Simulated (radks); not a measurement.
All-electron atom: Cr4+ in [Ar] 3d1 4f1 (not the ground configuration). All-electron calculation, non-relativistic Kohn-Sham, r2SCAN, spin-polarised, spherical densities, point nucleus; open shells are filled with parallel spins first; meta-GGA in the generalised Kohn-Sham scheme. Program: a radial shooting solver on a logarithmic mesh with Libxc functionals.

Local quantities along the radius. ELF = 1/(1 + alpha^2) is the electron localisation function; alpha = (tau - tau_W)/tau_unif compares the Pauli kinetic energy density with that of the uniform gas (summed over spins); r v_xc is r times the local exchange-correlation potential of spin up (hartree bohr, multiplicative part alone).

r (bohr)	ELF	alpha	r v_xc
0.002403	1.000	0.01430	-0.08822
0.003154	1.000	0.01501	-0.1051
0.00414	1.000	0.01599	-0.1267
0.005434	1.000	0.01739	-0.1540
0.007132	1.000	0.01941	-0.1882
0.009362	1.000	0.02244	-0.2302
0.01229	0.999	0.02716	-0.2808
0.01613	0.999	0.03492	-0.3401
0.02117	0.998	0.04860	-0.4072
0.02779	0.994	0.07492	-0.4801
0.03648	0.983	0.1312	-0.5571
0.04788	0.934	0.2656	-0.6383
0.06284	0.734	0.6022	-0.6562
0.08249	0.382	1.272	-0.5314
0.1083	0.278	1.612	-0.6762
0.1421	0.491	1.019	-0.8153
0.188	0.769	0.5485	-0.9822
0.2468	0.841	0.4341	-1.046
0.324	0.672	0.6989	-0.9686
0.4252	0.166	2.238	-0.7178
0.5582	0.267	1.658	-0.8583
0.7326	0.783	0.5262	-1.192
0.9616	0.852	0.4175	-1.193
1.262	0.680	0.6856	-0.9545
1.657	0.106	2.903	-0.4977
2.175	0.008	10.84	-0.5117
2.854	0.018	7.452	-0.4964
3.747	0.022	6.690	-0.5480
4.918	0.011	9.697	-0.4862
6.455	0.001	26.19	-0.3020
8.473	0.000	158.2	-0.1077

On this mesh the ELF has minima near r = 0.11, 0.49 bohr, which separate the shells, and maxima near 0.25 (0.84), 0.96 (0.85).
